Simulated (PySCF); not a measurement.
**Bond length, frequency and bond energy of BePb⁻ by level of theory**

State: ⁴Σ⁻ (quartet), unpaired electrons σ ↑, π ↑↑. Set-up: Be def2-SVPD, Pb def2-SVPD with ECP60; scalar-relativistic core potentials (PySCF 2.14). De refers to Be + Pb⁻ in their high-spin ground configurations, without counterpoise correction. The functionals are run spin-unrestricted. A positive dipole points towards Pb; it is taken about the centre of mass and depends on that origin.

```json
{"Level": "UHF", "Re (Å)": "2.604", "ωe (cm⁻¹)": "269", "De (eV)": "0.78", "μ (D)": "4.70"}
{"Level": "UHF-MP2", "Re (Å)": "2.513", "ωe (cm⁻¹)": "380", "De (eV)": "1.04", "μ (D)": "n/a"}
{"Level": "UHF-SCS-MP2", "Re (Å)": "2.543", "ωe (cm⁻¹)": "358", "De (eV)": "0.92", "μ (D)": "n/a"}
{"Level": "UHF-CCSD", "Re (Å)": "2.611", "ωe (cm⁻¹)": "300", "De (eV)": "0.75", "μ (D)": "n/a"}
{"Level": "UHF-CCSD(T)", "Re (Å)": "2.591", "ωe (cm⁻¹)": "317", "De (eV)": "0.84", "μ (D)": "n/a"}
{"Level": "LDA", "Re (Å)": "2.450", "ωe (cm⁻¹)": "417", "De (eV)": "2.08", "μ (D)": "5.80"}
{"Level": "PBE", "Re (Å)": "2.508", "ωe (cm⁻¹)": "379", "De (eV)": "1.76", "μ (D)": "5.90"}
{"Level": "TPSS", "Re (Å)": "2.517", "ωe (cm⁻¹)": "372", "De (eV)": "1.66", "μ (D)": "5.76"}
{"Level": "r²SCAN", "Re (Å)": "2.499", "ωe (cm⁻¹)": "388", "De (eV)": "1.68", "μ (D)": "5.42"}
{"Level": "PBE0", "Re (Å)": "2.495", "ωe (cm⁻¹)": "382", "De (eV)": "1.59", "μ (D)": "5.60"}
{"Level": "M06", "Re (Å)": "2.489", "ωe (cm⁻¹)": "400", "De (eV)": "1.83", "μ (D)": "6.18"}
```

Problem. Which functional lies closest to UHF-CCSD(T) in De, which farthest, and by how much do they differ from it?

Solution. Closest is PBE0 (-9.6 pm in Re, +20.5 % in ωe, +0.75 eV in De against UHF-CCSD(T) in the same basis), farthest LDA (-14.1 pm in Re, +31.5 % in ωe, +1.24 eV in De). CCSD(T) converges more slowly with the basis than the functionals do and binds too weakly in this one, so the order can change at the basis-set limit.

Problem. What does a quarter of exact exchange do here, going from PBE to PBE0?

Solution. PBE0 less PBE: -1.3 pm in Re, +0.8 % in ωe, -0.17 eV in De. Exact exchange removes part of the self-interaction that spreads semilocal densities, and in most molecules shortens and stiffens the bond and lowers De; so it does here.

Problem. What does the step from GGA to meta-GGA do here, going from PBE to r²SCAN?

Solution. r²SCAN less PBE: -0.9 pm in Re, +2.4 % in ωe, -0.08 eV in De. 

Correlated steps freeze 4 core orbitals. Correlated levels converge slowly with the basis: in double zeta they bind strong bonds too weakly, by up to about 1 eV, and carry superposition errors of some tenths. These are scalar-relativistic numbers at best; spin–orbit coupling would shift them, the dissociation energy most. For an ion De counts to the pair picked by the measured ionisation energies or electron affinities, which need not be the lowest pair at this level. The highest Kohn–Sham level is positive in this anion. Much of that is self-interaction error, but it also means that the finite basis helps to hold the extra electron. The state is the lowest determinant that a PBE0 search found; another state may lie lower at other levels.
